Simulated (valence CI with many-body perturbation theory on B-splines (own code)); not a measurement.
# From CI to CI+MBPT in In36+

Calculated by configuration interaction combined with many-body perturbation theory (CI+MBPT): three valence electrons over a frozen Dirac-Fock core [Ne], a basis of 11 s, 11 p, 9 d, 7 f, 5 g, 2 h, 1 i functions for each j, with the one-electron correlation potential Σ1, the two-electron term Σ2, the three-electron term Σ3, Breit, model QED; selected CI, second order for the rest (own B-spline code, finite nucleus).

No measured spectrum was set against this ion. As an estimate, large intervals hold to a few tenths of a per cent, small ones and those within an open d or f shell to about a per cent.

Each rung adds one term. CI alone is the Dirac-Coulomb CI over the frozen core; QED comes last and gives the full result, which names the levels. Energies are above (3s^2 3p1/2) J=1/2 on the same rung, in eV.

Levels are named by their leading jj configuration (3d3/2^4 stands for four electrons in 3d with j = 3/2), which in mixed levels can hold well under half, so a name can repeat and another be missing. Letters in brackets count levels of one name in rising energy.

```csv
Level,CI alone,Σ1,Σ2,Σ3,Breit,QED,Full
(3s^2 3p3/2) J=3/2,53.00,+0.065,+0.037,+0.001,-0.823,+0.091,52.37
(3s 3p1/2^2) J=1/2,86.96,-0.204,+0.066,+0.015,+0.827,-0.992,86.67
(3s 3p1/2 3p3/2) J=3/2 [a],125.69,-0.144,+0.221,+0.024,+0.070,-0.898,124.96
(3s 3p1/2 3p3/2) J=5/2,135.42,-0.139,+0.138,+0.020,-0.160,-0.875,134.40
(3s 3p1/2 3p3/2) J=3/2 [b],149.26,-0.137,-0.021,+0.015,-0.176,-0.793,148.15
(3s 3p1/2 3p3/2) J=1/2,158.02,-0.147,-0.446,-0.002,+0.128,-0.923,156.63
(3s 3p3/2^2) J=5/2,181.03,-0.073,+0.179,+0.021,-1.067,-0.588,179.50
(3s^2 3d3/2) J=3/2,190.55,-0.121,-0.512,-0.029,-1.016,-0.199,188.67
(3s^2 3d5/2) J=5/2,207.26,-0.069,-0.495,-0.039,-1.405,-0.244,205.01
(3s 3p3/2^2) J=1/2,211.19,-0.078,-0.219,-0.007,-0.664,-0.815,209.41
(3s 3p3/2^2) J=3/2,216.51,-0.082,-0.518,-0.009,-0.805,-0.778,214.32
(3p1/2^2 3p3/2) J=3/2,239.89,-0.341,-0.176,+0.034,+0.651,-1.733,238.32
(3s 3p1/2 3d3/2) J=3/2 [a],253.47,-0.327,+0.013,+0.003,-0.277,-1.065,251.82
(3s 3p1/2 3d3/2) J=5/2,259.19,-0.319,+0.012,+0.011,-0.487,-1.044,257.36
(3s 3p1/2 3d5/2) J=5/2 [a],272.54,-0.269,-0.051,+0.003,-0.754,-1.075,270.40
(3s 3p1/2 3d3/2) J=1/2,275.06,-0.322,-0.391,-0.013,-0.333,-1.010,272.99
(3s 3p1/2 3d3/2) J=3/2 [b],275.44,-0.309,-0.354,-0.021,-0.458,-1.014,273.28
(3s 3p1/2 3d5/2) J=7/2,277.79,-0.263,-0.093,-0.003,-1.053,-0.974,275.40
(3p1/2 3p3/2^2) J=3/2 [a],278.71,-0.283,-0.176,+0.025,-0.235,-1.496,276.55
```

The middle columns are the shifts that each term adds.

How does the ionisation energy move along the ladder, and which term matters most?

CI alone 2397.9, + Σ1 2398.9, + Σ2 2398.7, + Σ3 2398.7, + Breit 2396.5, + QED 2396.6 eV. The largest step is Breit, -2.2 eV. NIST lists 2373 ± 11 eV (semi-empirical).
